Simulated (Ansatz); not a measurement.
Ansatz results at the PBE0-D4/def2-TZVP geometry: HOMO energy (ωB97M-V/def2-TZVPP) -8.95 eV; HOMO energy (PBE0/def2-TZVPP) -7.01 eV; size of the dipole moment (ωB97M-V/def2-TZVPP) 2.73 D.

Each molecule was computed in one conformer, which needn't be the lowest.

(1) Which molecule gave them?
A. `C[SiH](Cl)[SiH2][AlH2]`
B. `F[Si](F)(F)[AlH2]`
C. `C[Si]([AlH2])([SiH3])Cl`
D. `CSC(C)N`

Answers

(1) A. The others give `CSC(C)N`: -8.49, -6.24, 1.32; `C[Si]([AlH2])([SiH3])Cl`: -9.00, -7.07, 1.99; `F[Si](F)(F)[AlH2]`: -10.61, -8.55, 2.36.
